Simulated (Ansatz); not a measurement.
Ansatz (a program for electronic structure) input (wB97M-V/def2-TZVPPD): A basis named .json is the Basis Set Exchange file of that set (core-valence sets with the plain set on hydrogen).

Ansatz 0.2 input:
```yaml
crystal:
  periodic: [false, false, false]
  atoms:
    - {symbol: Si, position_ang: [0.05715827, -0.21372652, -0.11471598]}
    - {symbol: H, position_ang: [1.00242777, 0.60112086, 0.68127308]}
    - {symbol: H, position_ang: [-0.68630447, -1.12364025, 0.78549077]}
    - {symbol: H, position_ang: [-0.89755516, 0.67931654, -0.80900291]}
    - {symbol: H, position_ang: [0.80740086, -1.00851199, -1.11285606]}
basis:
  gaussian:
    orbitals: def2-TZVPPD.json
    ghost_atoms:
      - {symbol: H, position_ang: [-1.61867935, 1.70891398, 2.11677662]}
      - {symbol: H, position_ang: [-2.00298331, 2.12452733, 2.59940128]}
hamiltonian:
  xc: {name: wB97M-V}
magnetization: {spin_polarized: false}
```

Output:

```
Functional definition: wB97M-V
integrals: 0.06 GiB planned
650 factors; their error is unknown
integrals: 0.09 GiB planned
226 factors; integrals over basis functions are off by at most 2.4e-5 eV
mean field: 0.61 GiB planned
mean field evaluation 1: about -7941.3993 eV, gradient 6.2e0 eV
mean field evaluation 2: about -7941.5347 eV, gradient 1.1e0 eV
mean field evaluation 4: about -7941.5468 eV, gradient 3.6e-1 eV
mean field evaluation 8: about -7941.5492 eV, gradient 2.3e-2 eV
mean field -7941.54919372 eV, -291.8465498940 hartree, gradient 3.2e-6 eV, S^2 0.000000; 0 other end points of the search recorded, 0 dependent functions left out
reference -7941.54923850 eV, -291.8465515394 hartree; 9, 9 occupied and 141, 141 virtual orbitals, 650 factors
Total energy: -7941.54923850 eV, -291.8465515394 hartree
```
